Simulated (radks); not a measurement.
Species: P4+. Configuration: [Ne] 3s1 (the NIST ground configuration). Method: non-relativistic Kohn-Sham, TPSS, spin-unpolarised, spherical densities, point nucleus; meta-GGA in the generalised Kohn-Sham scheme; computed with a radial shooting solver on a logarithmic mesh with Libxc functionals.

Local quantities along the radius. ELF = 1/(1 + alpha^2) is the electron localisation function; alpha = (tau - tau_W)/tau_unif compares the Pauli kinetic energy density with that of the uniform gas; 4 pi r^2 rho is in e/bohr; r v_xc is r times the local exchange-correlation potential (hartree bohr, multiplicative part alone).

| r (bohr) | ELF | alpha | 4 pi r^2 rho | r v_xc |
|---|---|---|---|---|
| 0.006908 | 1.000 | 0.01025 | 1.066 | -0.2178 |
| 0.008781 | 1.000 | 0.01106 | 1.629 | -0.2332 |
| 0.01116 | 1.000 | 0.01219 | 2.451 | -0.2519 |
| 0.01419 | 1.000 | 0.01380 | 3.618 | -0.2744 |
| 0.01804 | 1.000 | 0.01616 | 5.211 | -0.3010 |
| 0.02312 | 1.000 | 0.01992 | 7.354 | -0.3331 |
| 0.02939 | 0.999 | 0.02582 | 9.861 | -0.3685 |
| 0.03736 | 0.999 | 0.03594 | 12.58 | -0.4075 |
| 0.0475 | 0.997 | 0.05473 | 15.08 | -0.4491 |
| 0.06038 | 0.991 | 0.09310 | 16.74 | -0.4917 |
| 0.07676 | 0.969 | 0.1801 | 16.95 | -0.5315 |
| 0.09836 | 0.858 | 0.4065 | 15.44 | -0.5591 |
| 0.125 | 0.532 | 0.9385 | 12.99 | -0.5508 |
| 0.159 | 0.247 | 1.746 | 11.03 | -0.4900 |
| 0.2021 | 0.243 | 1.766 | 11.03 | -0.5271 |
| 0.2569 | 0.492 | 1.016 | 13.09 | -0.6959 |
| 0.3292 | 0.764 | 0.5554 | 15.45 | -0.9104 |
| 0.4185 | 0.859 | 0.4058 | 15.40 | -0.8929 |
| 0.532 | 0.863 | 0.3983 | 12.20 | -0.8507 |
| 0.6763 | 0.760 | 0.5620 | 7.374 | -0.8084 |
| 0.8597 | 0.345 | 1.379 | 3.396 | -0.6257 |
| 1.102 | 0.067 | 3.740 | 1.457 | -0.4965 |
| 1.401 | 0.169 | 2.214 | 0.9429 | -0.5192 |
| 1.78 | 0.827 | 0.4580 | 0.6517 | -0.5332 |
| 2.263 | 0.992 | 0.08886 | 0.2949 | -0.3752 |
| 2.877 | 1.000 | 0.01856 | 0.07380 | -0.3744 |
| 3.687 | 1.000 | 0.004038 | 0.007988 | -0.2293 |
| 4.687 | 1.000 | 0.0009778 | 0.0003576 | -0.09055 |

On this mesh the ELF has minima near r = 0.18, 1.1 bohr, which separate the shells, and maxima near 0.47 (0.87).

Self-consistent cycle (total energy in hartree, residual of the potential): 1: -334.881343, 7e+00; 2: -336.272510, 4e+00; 3: -337.156945, 3e-01; 4: -337.159718, 2e-01; 5: -337.162418, 2e-02; 6: -337.162441, 4e-04; 7: -337.162442, 1e-04; 8: -337.162442, 1e-05; 9: -337.162442, 6e-06; 10: -337.162442, 3e-06; 11: -337.162442, 3e-06; 12: -337.162442, 2e-06; 13: -337.162442, 2e-07.
